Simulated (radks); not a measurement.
The samarium ion Sm45+, 17 electrons, occupied as [Ne] 3s2 3p5. Method: scalar-relativistic Kohn-Sham, SCAN, spin-unpolarised, spherical densities, finite nucleus; meta-GGA in the generalised Kohn-Sham scheme; Fermi nuclear charge, rms radius 5.0819 fm; computed with a radial shooting solver on a logarithmic mesh with Libxc functionals.

Normalised radial functions P(r) = r R(r), r in bohr:

| r | 1s | 3p |
|---|---|---|
| 0.0009054 | 1.1519 | 0.0046 |
| 0.001124 | 1.3781 | 0.0067 |
| 0.001395 | 1.6433 | 0.0097 |
| 0.001731 | 1.9516 | 0.0141 |
| 0.002148 | 2.3060 | 0.0204 |
| 0.002666 | 2.7079 | 0.0295 |
| 0.003309 | 3.1553 | 0.0428 |
| 0.004107 | 3.6415 | 0.0618 |
| 0.005097 | 4.1531 | 0.0889 |
| 0.006377 | 4.6860 | 0.1290 |
| 0.007914 | 5.1671 | 0.1834 |
| 0.009822 | 5.5692 | 0.2583 |
| 0.01219 | 5.8354 | 0.3590 |
| 0.01513 | 5.9040 | 0.4905 |
| 0.01878 | 5.7199 | 0.6553 |
| 0.0233 | 5.2523 | 0.8501 |
| 0.02892 | 4.5128 | 1.0619 |
| 0.0359 | 3.5723 | 1.2596 |
| 0.04491 | 2.5170 | 1.3945 |
| 0.05574 | 1.5796 | 1.3815 |
| 0.06917 | 0.8487 | 1.1449 |
| 0.08585 | 0.3757 | 0.6259 |
| 0.1066 | 0.1310 | -0.1619 |
| 0.1322 | 0.0339 | -1.0890 |
| 0.1641 | 0.0061 | -1.9029 |
| 0.2037 | 0.0007 | -2.3167 |
| 0.2528 | 0.0000 | -2.1738 |
| 0.3163 | 0.0000 | -1.5571 |
| 0.3925 | 0.0000 | -0.8481 |
| 0.4872 | 0.0000 | -0.3323 |
| 0.6046 | 0.0000 | -0.0877 |
| 0.7504 | 0.0000 | -0.0143 |

1s: eigenvalue -49614 eV, 0 radial nodes, <r> = 0.0227 bohr, 90 % of the charge inside 0.0411 bohr. 3p: eigenvalue -3777.2 eV, 1 radial node at r = 0.102 bohr, <r> = 0.229 bohr, 90 % of the charge inside 0.339 bohr.
